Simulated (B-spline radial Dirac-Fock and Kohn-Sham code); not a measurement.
**Elastic scattering of 608 eV electrons by the free rubidium atom**

Calculated with an atomic code on a B-spline grid, using relativistic (Dirac) partial waves in the static field of the Dirac-Fock atom with Furness-McCarthy exchange, without polarisation or absorption potentials.

Input of the calculation (task.json; shells as n, l, electrons):

```json
{"items": [{
  "Z": 37,
  "q": 0,
  "cfg": [[1, 0, 2], [2, 0, 2], [2, 1, 6], [3, 0, 2], [3, 1, 6], [3, 2, 10], [4, 0, 2], [4, 1, 6], [5, 0, 1]],
  "A": 85,
  "rrms": 4.2036,
  "do": "elastic",
  "energies": [[608.0, 0]],
  "theta": [0, 10, 20, 30, 40, 50, 60, 70, 80, 90, 100, 110, 120, 130, 140, 150, 160, 170, 180]
}]}
```

Launch: `python xray2_run.py task.json out`

| θ (°) | dσ/dΩ (Å²/sr) | Sherman function |
| --- | --- | --- |
| 0 | 67.0 | 0.000 |
| 10 | 6.06 | 0.000 |
| 20 | 0.897 | 0.001 |
| 30 | 0.306 | 0.005 |
| 40 | 0.143 | 0.004 |
| 50 | 0.0730 | -0.007 |
| 60 | 0.0422 | -0.026 |
| 70 | 0.0322 | -0.028 |
| 80 | 0.0328 | -0.004 |
| 90 | 0.0338 | 0.022 |
| 100 | 0.0272 | 0.046 |
| 110 | 0.0134 | 0.082 |
| 120 | 0.00284 | 0.097 |
| 130 | 0.0114 | -0.081 |
| 140 | 0.0509 | -0.040 |
| 150 | 0.120 | -0.022 |
| 160 | 0.200 | -0.012 |
| 170 | 0.265 | -0.006 |
| 180 | 0.290 | 0.000 |

The total elastic cross section is 3.29 Å², the first transport cross section 0.728 Å² and the second, weighted with (3/2) sin²θ, 0.623 Å². The mean deflection is ⟨1 − cos θ⟩ = 0.221, and 9.3 % of the collisions scatter beyond 90°.

On this grid of angles the cross section has minima near 70°, 120°, from interference among the few low partial waves with large phase shifts.
